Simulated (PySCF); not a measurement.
**KMg⁺: frontier orbitals**

r²SCAN at R = 3.750 Å; PySCF, no relativity, basis sets K pcseg-2, Mg pcseg-2. State: ¹Σ⁺ (singlet), closed shell. Only the outer orbitals are listed, counted within each symmetry.

```json
{"orbital": "2π", "occ.": "2", "ε (eV)": "-52.18", "on K (%)": "0", "main shells (%)": "100 Mg p"}
{"orbital": "2π", "occ.": "2", "ε (eV)": "-52.18", "on K (%)": "0", "main shells (%)": "100 Mg p"}
{"orbital": "6σ", "occ.": "2", "ε (eV)": "-52.17", "on K (%)": "0", "main shells (%)": "100 Mg p"}
{"orbital": "7σ", "occ.": "2", "ε (eV)": "-41.55", "on K (%)": "100", "main shells (%)": "100 K s"}
{"orbital": "3π", "occ.": "2", "ε (eV)": "-24.59", "on K (%)": "100", "main shells (%)": "100 K p"}
{"orbital": "3π", "occ.": "2", "ε (eV)": "-24.59", "on K (%)": "100", "main shells (%)": "100 K p"}
{"orbital": "8σ", "occ.": "2", "ε (eV)": "-24.55", "on K (%)": "100", "main shells (%)": "100 K p"}
{"orbital": "9σ", "occ.": "2", "ε (eV)": "-8.76", "on K (%)": "11", "main shells (%)": "88 Mg s"}
{"orbital": "10σ", "occ.": "0", "ε (eV)": "-5.54", "on K (%)": "44", "main shells (%)": "47 Mg p, 40 K s, 8 Mg s"}
{"orbital": "4π", "occ.": "0", "ε (eV)": "-4.89", "on K (%)": "19", "main shells (%)": "81 Mg p, 9 K d, 9 K p"}
{"orbital": "4π", "occ.": "0", "ε (eV)": "-4.89", "on K (%)": "19", "main shells (%)": "81 Mg p, 9 K d, 9 K p"}
```

Task: Which are the highest filled and the lowest empty level, where do they sit, and how wide is the gap?

Result: Highest filled 9σ at -8.76 eV (in %: 88 Mg s); lowest empty 10σ at -5.54 eV (in %: 47 Mg p, 40 K s, 8 Mg s); the gap at r²SCAN is 3.22 eV.

```
bond order (Mayer)                                                                                                 : 0.39
⟨S²⟩                                                                                                               : 0.000
charge on K (Mulliken, basis-dependent)                                                                            : 0.78
charge on K (Löwdin, basis-dependent)                                                                              : 0.57
dipole moment (positive dipole points towards Mg; it is taken about the centre of mass and depends on that origin) : -3.12 D
```

Closed-shell solutions of metal pairs were not tested for spin polarisation, which can lower them a little.
